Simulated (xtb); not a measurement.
xtb input (GFN1-xTB):

```bash
xtb mol.xyz --gfn 1 --sp --chrg 0 --uhf 0
```
mol.xyz:
```
11

C     -1.61393352    -0.66138059    -0.34586461
Ge    -0.00008381     0.34663431     0.15401935
C      1.61426250    -0.69931598    -0.25873106
H     -2.51225336    -0.08755458    -0.11983065
H     -1.60267277    -0.88329959    -1.41320495
H     -1.65476815    -1.60188845     0.20401514
H     -0.03705876     0.66923755     1.66434992
H      0.03648987     1.68374649    -0.61885308
H      1.60328288    -1.64017468     0.29195452
H      2.51230997    -0.14659957     0.01578939
H      1.65537825    -0.92158582    -1.32526557
```

Output:

```
           -------------------------------------------------
          |                Calculation Setup                |
           -------------------------------------------------

           -------------------------------------------------
          |                 G F N 1 - x T B                 |
           -------------------------------------------------

        Reference                      10.1021/acs.jctc.7b00118
      * Hamiltonian:
        H0-scaling (s, p, d)           1.850000    2.250000    2.000000
        zeta-weighting                 0.000000
      * Dispersion:
        s8                             2.400000
        a1                             0.630000
        a2                             5.000000
        s9                             0.000000
      * Repulsion:
        kExp                           1.500000
        rExp                           1.000000
      * Coulomb:
        alpha                          2.000000
        third order                    atomic
        anisotropic                    false
      * Halogen bond correction:
        rad-scale                      1.300000
        damping                        0.440000

          ...................................................
          :                      SETUP                      :
          :.................................................:
          :  # basis functions                  34          :
          :  # atomic orbitals                  33          :
          :  # shells                           23          :
          :  # electrons                        20          :
          :  # halogen bonds                     0          :
          :  max. iterations                   250          :
          :  Hamiltonian                  GFN1-xTB          :
          :  restarted?                      false          :
          :  GBSA solvation                  false          :
          :  PC potential                    false          :
          :  electronic temp.          300.0000000     K    :
          :  accuracy                    1.0000000          :
          :  -> integral cutoff          0.2500000E+02      :
          :  -> integral neglect         0.1000000E-07      :
          :  -> SCF convergence          0.1000000E-05 Eh   :
          :  -> wf. convergence          0.2000000E-04 e    :
          :  Broyden damping             0.4000000          :
          :  net charge                          0          :
          :  unpaired electrons                  0          :
          ...................................................

 iter      E             dE          RMSdq      gap      omega  full diag
   1    -10.2203478 -0.102203E+02  0.682E+00    7.58       0.0  T
   2    -10.2611344 -0.407866E-01  0.399E+00    5.45       1.0  T
   3    -10.1812678  0.798666E-01  0.289E+00    7.86       1.0  T
   4    -10.3093048 -0.128037E+00  0.701E-01    7.16       1.0  T
   5    -10.3164145 -0.710974E-02  0.883E-02    6.61       1.0  T
   6    -10.3163874  0.271191E-04  0.854E-02    6.74       1.0  T
   7    -10.3164987 -0.111313E-03  0.361E-02    6.70       1.0  T
   8    -10.3165203 -0.216211E-04  0.918E-03    6.68       3.3  T
   9    -10.3165218 -0.141797E-05  0.168E-03    6.68      17.9  T
  10    -10.3165218 -0.450665E-07  0.334E-04    6.68      90.1  T
  11    -10.3165218 -0.207972E-08  0.143E-05    6.68    2103.2  T
  12    -10.3165218 -0.373035E-11  0.244E-06    6.68   12337.5  T

   *** convergence criteria satisfied after 12 iterations ***

         #    Occupation            Energy/Eh            Energy/eV
      -------------------------------------------------------------
         1        2.0000           -0.6531589             -17.7734
       ...           ...                  ...                  ...
         4        2.0000           -0.5291636             -14.3993
         5        2.0000           -0.5287448             -14.3879
         6        2.0000           -0.5222900             -14.2122
         7        2.0000           -0.5210303             -14.1780
         8        2.0000           -0.4667063             -12.6997
         9        2.0000           -0.4546311             -12.3711
        10        2.0000           -0.4470787             -12.1656 (HOMO)
        11                         -0.2017491              -5.4899 (LUMO)
        12                         -0.1956643              -5.3243
        13                         -0.1722557              -4.6873
        14                         -0.1602837              -4.3615
        15                         -0.1529971              -4.1633
       ...                                ...                  ...
        33                          0.5470653              14.8864
      -------------------------------------------------------------
                  HL-Gap            0.2453296 Eh            6.6758 eV
             Fermi-level           -0.3244139 Eh           -8.8278 eV

 SCC (total)                   0 d,  0 h,  0 min,  0.008 sec
 SCC setup                      ...        0 min,  0.000 sec (  0.898%)
 Dispersion                     ...        0 min,  0.000 sec (  0.364%)
 classical contributions        ...        0 min,  0.000 sec (  0.158%)
 integral evaluation            ...        0 min,  0.002 sec ( 20.935%)
 iterations                     ...        0 min,  0.003 sec ( 36.015%)
 molecular gradient             ...        0 min,  0.003 sec ( 40.311%)
 printout                       ...        0 min,  0.000 sec (  1.240%)

         :::::::::::::::::::::::::::::::::::::::::::::::::::::
         ::                     SUMMARY                     ::
         :::::::::::::::::::::::::::::::::::::::::::::::::::::
         :: total energy             -10.194550912508 Eh    ::
         :: gradient norm              0.028086228121 Eh/a0 ::
         :: HOMO-LUMO gap              6.675758530895 eV    ::
         ::.................................................::
         :: SCC energy               -10.316521802912 Eh    ::
         :: -> electrostatic           0.014440518043 Eh    ::
         :: repulsion energy           0.124845887494 Eh    ::
         :: dispersion energy         -0.002874997090 Eh    ::
         :: halogen bond corr.         0.000000000000 Eh    ::
         :: add. restraining           0.000000000000 Eh    ::
         :: total charge              -0.000000000000 e     ::
         :::::::::::::::::::::::::::::::::::::::::::::::::::::

           -------------------------------------------------
          |                Property Printout                |
           -------------------------------------------------

    * Orbital Energies and Occupations

         #    Occupation            Energy/Eh            Energy/eV
      -------------------------------------------------------------
         1        2.0000           -0.6531589             -17.7734
         2        2.0000           -0.6250418             -17.0083
         3        2.0000           -0.6032725             -16.4159
         4        2.0000           -0.5291636             -14.3993
         5        2.0000           -0.5287448             -14.3879
         6        2.0000           -0.5222900             -14.2122
         7        2.0000           -0.5210303             -14.1780
         8        2.0000           -0.4667063             -12.6997
         9        2.0000           -0.4546311             -12.3711
        10        2.0000           -0.4470787             -12.1656 (HOMO)
        11                         -0.2017491              -5.4899 (LUMO)
        12                         -0.1956643              -5.3243
        13                         -0.1722557              -4.6873
        14                         -0.1602837              -4.3615
Note: The following floating-point exceptions are signalling: IEEE_DENORMAL
normal termination of xtb
        15                         -0.1529971              -4.1633
        16                         -0.1490640              -4.0562
        17                         -0.1347446              -3.6666
        18                         -0.0774027              -2.1062
        19                         -0.0712438              -1.9386
        20                         -0.0416405              -1.1331
        21                         -0.0323864              -0.8813
       ...                                ...                  ...
        33                          0.5470653              14.8864
      -------------------------------------------------------------
                  HL-Gap            0.2453296 Eh            6.6758 eV
             Fermi-level           -0.3244139 Eh           -8.8278 eV

  Mulliken/CM5 charges         n(s)   n(p)   n(d)
     1C    -0.15734 -0.29148   1.045  3.113  0.000
     2Ge    0.11311 -0.05157   1.417  2.110  0.360
     3C    -0.15734 -0.29148   1.045  3.113  0.000
     4H     0.05260  0.10508   0.947  0.000  0.000
     5H     0.05182  0.10443   0.948  0.000  0.000
     6H     0.05182  0.10443   0.948  0.000  0.000
     7H    -0.05546  0.00332   1.055  0.000  0.000
     8H    -0.05546  0.00332   1.055  0.000  0.000
     9H     0.05182  0.10443   0.948  0.000  0.000
    10H     0.05260  0.10508   0.947  0.000  0.000
    11H     0.05182  0.10443   0.948  0.000  0.000

Wiberg/Mayer (AO) data.
largest (>0.10) Wiberg bond orders for each atom

 ---------------------------------------------------------------------------
     #   Z sym  total        # sym  WBO       # sym  WBO       # sym  WBO
 ---------------------------------------------------------------------------
     1   6 C    3.978 --     2 Ge   1.031     4 H    0.953     6 H    0.946
                             5 H    0.946
     2  32 Ge   4.128 --     1 C    1.031     3 C    1.031     8 H    0.910
                             7 H    0.910
     3   6 C    3.978 --     2 Ge   1.031    10 H    0.953    11 H    0.946
                             9 H    0.946
     4   1 H    0.999 --     1 C    0.953
     5   1 H    0.999 --     1 C    0.946
     6   1 H    0.999 --     1 C    0.946
     7   1 H    0.996 --     2 Ge   0.910
     8   1 H    0.996 --     2 Ge   0.910
     9   1 H    0.999 --     3 C    0.946
    10   1 H    0.999 --     3 C    0.953
    11   1 H    0.999 --     3 C    0.946
 ---------------------------------------------------------------------------

Topologies differ in total number of bonds
Writing topology from bond orders to xtbtopo.mol

 dipole moment from electron density (au)
     X       Y       Z
   0.0001  -0.4534  -0.2015  total (Debye):    1.261

           -------------------------------------------------
          | TOTAL ENERGY              -10.194550912508 Eh   |
          | GRADIENT NORM               0.028086228121 Eh/α |
          | HOMO-LUMO GAP               6.675758530895 eV   |
           -------------------------------------------------

------------------------------------------------------------------------
------------------------------------------------------------------------
 total:
 SCF:
```
